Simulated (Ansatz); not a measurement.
Input file for CH$_{5}$F$_{2}$NOSi, SMILES `NC(F)(F)O[SiH3]`:

```yaml
crystal:
  periodic: [false, false, false]
  atoms:
    - {symbol: N, position_ang: [-1.604100, -0.746718, 0.991719]}
    - {symbol: C, position_ang: [-0.386902, -0.678180, 0.308085]}
    - {symbol: F, position_ang: [0.632733, -0.948102, 1.170056]}
    - {symbol: F, position_ang: [-0.255561, -1.654445, -0.655506]}
    - {symbol: O, position_ang: [-0.231987, 0.527727, -0.267301]}
    - {symbol: Si, position_ang: [1.229218, 1.212493, -0.704348]}
    - {symbol: H, position_ang: [-2.348110, -0.353579, 0.433831]}
    - {symbol: H, position_ang: [-1.820291, -1.695776, 1.262999]}
    - {symbol: H, position_ang: [0.840854, 2.347448, -1.568884]}
    - {symbol: H, position_ang: [2.060951, 0.237189, -1.446670]}
    - {symbol: H, position_ang: [1.948697, 1.694843, 0.496620]}
basis:
  gaussian: {orbitals: def2-TZVPP}
correlation: {method: ccsd_t}
```

```sh
$ ansatz run in.yaml --threads 4 --pin off --events-out ev --progress --plain --max-ram 10444MiB
```

The program prints (abridged):

```
Functional definition: HF
1643 factors; integrals over basis functions are off by at most 1.0e-3 eV
mean field evaluation 1: about -17903.5282 eV, gradient 5.1e1 eV
mean field evaluation 2: about -17903.8402 eV, gradient 5.2e1 eV
mean field evaluation 4: about -17908.7226 eV, gradient 3.9e0 eV
mean field evaluation 8: about -17908.7838 eV, gradient 2.9e-1 eV
mean field -17908.78404549 eV, -658.1356746618 hartree, gradient 2.2e-6 eV, S^2 0.000000; 0 other end points of the search recorded, 0 dependent functions left out
10 core orbitals not correlated: weight in the atoms' cores, before any rotation towards them, 1.000 or more for the frozen orbitals, at most 0.000 for the correlated occupied ones
reference -17908.78404549 eV, -658.1356746618 hartree; 19, 19 occupied and 238, 238 virtual orbitals, 1643 factors
second order -33.33643498 eV of doubles, -0.00000000 eV of singles
cycle   1  -33.27731918 eV  change    5.9e-2 eV  update   1.2e-1
cycle   2  -34.02334348 eV  change   -7.5e-1 eV  update   3.3e-2
cycle   3  -34.18271588 eV  change   -1.6e-1 eV  update   1.6e-2
cycle   4  -34.16162239 eV  change    2.1e-2 eV  update   3.1e-3
cycle   5  -34.16034423 eV  change    1.3e-3 eV  update   1.3e-3
cycle   6  -34.16135774 eV  change   -1.0e-3 eV  update   3.7e-4
cycle   7  -34.16113030 eV  change    2.3e-4 eV  update   1.3e-4
cycle   8  -34.16102741 eV  change    1.0e-4 eV  update   3.9e-5
cycle   9  -34.16103515 eV  change   -7.7e-6 eV  update   1.5e-5
perturbative correction -1.16808713 eV, -0.0429264102 hartree
Total energy: -17944.11316777 eV, -659.4339959587 hartree
```

It took 92 s on 4 threads of an AMD EPYC 9R45 on a shared host, with 7.3 GiB of host memory at the peak.

The correlation energy is -35.329 eV, 3.3 % of it from (T); the T1 diagnostic reads 0.0115.
